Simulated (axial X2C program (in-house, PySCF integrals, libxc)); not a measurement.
# CsSe⁺: cheaper levels and CCSD(T), 2c

All values were computed with an in-house all-electron X2C program for linear molecules (integrals from PySCF). Two-component (2c) means X2C with spin–orbit coupling and atomic mean-field two-electron Coulomb and Gaunt terms. Basis: Cs dyall-cv3z [15s15p9d4f1g], Se dyall-cv3z [8s9p6d4f1g] (cores contracted in-house); Gaussian nuclei, density fitting, unrestricted open shells. Masses: Cs 132.905 u, Se 79.917 u.

State: Ω = 1 (⟨Sz⟩ = 0.93, ⟨Lz⟩ = 0.07 at HF); fragments Cs+ + Se.

```
 level  Re (Å)  ωe (cm⁻¹)  De (eV)
  PBE0   3.808       57.5    0.244
    HF   4.036       46.6      n/a
   MP2   3.838       58.1    0.167
  CCSD   3.871       55.7    0.181
r2SCAN   3.836       56.9      n/a
```

Correlated methods: 14 electrons correlated (number of frozen shells: Cs 4 s, 3 p, 2 d; Se 3 s, 2 p, 1 d), 312 virtual spin orbitals or spinors in MP2, 90 natural virtuals in coupled cluster.

CCSD(T), same Hamiltonian and basis:

Re = 3.856 Å, ωe = 56.6 cm⁻¹, De = 0.17 eV; T1 = 0.007 (Lee–Taylor normalisation).

Question: Give the differences from CCSD(T) in the columns below.

Answer: 

```json
{"level": "PBE0", "ΔRe (Å)": "-0.048", "Δωe (cm⁻¹)": "0.9"}
{"level": "HF", "ΔRe (Å)": "0.180", "Δωe (cm⁻¹)": "-10.0"}
{"level": "MP2", "ΔRe (Å)": "-0.018", "Δωe (cm⁻¹)": "1.5"}
{"level": "CCSD", "ΔRe (Å)": "0.015", "Δωe (cm⁻¹)": "-0.9"}
{"level": "r2SCAN", "ΔRe (Å)": "-0.020", "Δωe (cm⁻¹)": "0.3"}
```

Occupations by symmetry block were frozen at the best pattern of an incomplete PBE0 search. Dissociation energies refer to the lowest single-determinant-based atoms at the same level and basis. De is not given where an atomic determinant may have missed its ground term or J level, or where the truncated virtual space spoils (T). Density functionals use the spin component along the axis (collinear). Coupled cluster ran in a truncated set of natural virtual spinors; the MP2 energy of the rest was added. (T) has no such correction and the atoms are truncated less, which lowers De at CCSD(T) by a hundredth of an eV or more. PBE0 can misorder states that lie within some tenths of an eV, so this need not be the ground state of the molecule. The nearest other 2c determinant of the search, Ω = 2, lies 0.21 eV up at the distance of the search. Without a current term, density functionals place determinants with orbital angular momentum somewhat too high. With several unpaired electrons one determinant need not be a pure state. Open-shell Ω = 0 determinants with evenly filled partner blocks cannot be reached by this program, so the Ω shown need not be the lowest component. This is the Ω = 1 component of a π² triplet; the 0⁺ component is not one determinant and can lie lowest. The bond is weak, and without diffuse functions and with truncated virtuals even CCSD(T) can be tens of per cent off in De.
